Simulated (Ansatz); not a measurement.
`C[N](C)[Hf]([F])([Cl])[I]` + H₂S → `C[N](C)[Hf]([F])([SH])[Cl]` + HI at 400 K and 1 bar (ligand exchange at the Hf–I bond).

Isolated molecules relaxed with PBE0-D4/def2-TZVP in Ansatz; ΔE leaves out vibrations. CCSD(T)/CBS adds triple-zeta CCSD(T) − MP2 to the extrapolated MP2 energy (def2 sets, frozen cores). This one scheme is used for every species. def2 core potentials past Kr. For Hf, I outer-core shells are correlated without core-valence functions, which leaves a few kJ/mol of doubt a bond. One conformer a species, not always the lowest.

| species | CCSD(T)/CBS energy (Eh) | H − E (kJ/mol) | S (J/(mol·K)) |
| --- | --- | --- | --- |
| `C[N](C)[Hf]([F])([Cl])[I]` | -1039.59491 | 272.8 | 520.2 |
| H₂S | -398.97279 | 53.4 | 215.9 |
| `C[N](C)[Hf]([F])([SH])[Cl]` | -1140.50696 | 296.7 | 521.5 |
| HI | -298.03592 | 25.7 | 215.0 |

H − E and S are ideal-gas, rigid-rotor, harmonic terms from PBE0-D4/def2-TZVP, for one conformer and one mirror image of each species. 1 Eh = 2625.50 kJ/mol, R = 8.31446 J/(mol·K).

**Question.** By hand: ΔE, ΔH, ΔS and ΔG.

**Answer.** ΔE = (-1140.50696) + (-298.03592) − (-1039.59491) − (-398.97279) = 0.02482 Eh = 65.2 kJ/mol. Δ(H − E) = 296.7 + 25.7 − 272.8 − 53.4 = -3.8, so ΔH = 61.4 kJ/mol. ΔS = 521.5 + 215.0 − 520.2 − 215.9 = 0.4 J/(mol·K). ΔG = 61.4 − 400 × (0.4)/1000 = 61.2 kJ/mol.

**Question.** By hand: the equilibrium constant, and the temperature at which ΔG would vanish if ΔH and ΔS stayed fixed.

**Answer.** log₁₀ K = −ΔG/(RT ln 10) = -8.0. ΔG = 0 at ΔH/ΔS = 153500 K, far beyond where these terms or the molecules hold.

The number of gas molecules stays the same, so ΔS is small and ΔH decides. A doubt of 5 kJ/mol in ΔE shifts log₁₀ K by 0.7 here. Other conformers and mirror images would add mixing entropy, several J/(mol·K) or more a flexible species. Modes under 60 cm⁻¹, often nearly free rotors, make the harmonic entropy too high. These are equilibria of isolated gas molecules and say nothing of rates. Largest T1 diagnostic: 0.015 (customary marks: 0.02 for closed shells, 0.045 for open ones).
